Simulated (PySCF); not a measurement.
## Computed vibrations of [BiI2]+

[BiI2]+ (singlet). PySCF 2.14.0, RKS PBE0, Bi def2-SVP with ECP60, I def2-SVP with ECP28; non-relativistic Hamiltonian with scalar-relativistic core potentials where named; density fitting; no spin-orbit coupling. Central differences of gradients.

```xyz
3

Bi    0.0000    0.0000   -0.9211
I     2.1377    0.0000    0.7584
I    -2.1377    0.0000    0.7584
```

Run from Python with OMP_NUM_THREADS=2. Where DIIS fails, smearing, a level shift and second-order steps follow.
It took 19 s on 2 threads of Arm Neoverse V1, on a shared host.

What are the harmonic wavenumbers and infrared intensities?

Modes are labelled in C2v; negative numbers are unstable modes, those under 60 cm⁻¹ near the noise; a finer grid moves soft modes by up to 10 cm⁻¹.
```tsv
cm⁻¹	km/mol	symmetry
63	0.3	a1
198	4.4	a1
202	25.1	b2
```

Is this a minimum?

Yes. Ideal gas at 298.15 K and 1 bar: S = 348.0 J/(mol K), Cp = 56.9 J/(mol K), H − H(0 K) = 15.0 kJ/mol (rigid rotor, harmonic modes, spin degeneracy alone).
